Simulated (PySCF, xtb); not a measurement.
C5H3N3, SMILES n1c(nccc1)C#N.

Harmonic wavenumbers (cm⁻¹) from GFN2-xTB (xtb) at its own minimum, in rising order: 116, 144, 297, 349, 484, 535, 537, 622, 751, 791, 794, 921, 933, 1023, 1105, 1110, 1210, 1239, 1258, 1378, 1398, 1534, 1552, 2389, 3057, 3059, 3112.

Question: What does PBE-D3(BJ)/def2-SVP run with PySCF give at its own minimum? (The exact figures need the calculation; the answer reports its results.)

Answer: 126, 171, 340, 386, 500, 565, 577, 635, 795, 799, 825, 966, 982, 985, 1066, 1077, 1248, 1273, 1295, 1408, 1410, 1564, 1580, 2293, 3089, 3091, 3146. Paired by order, the mean absolute difference is 34 cm⁻¹ and the zero-point energies are 45.3 and 46.0 kcal/mol.
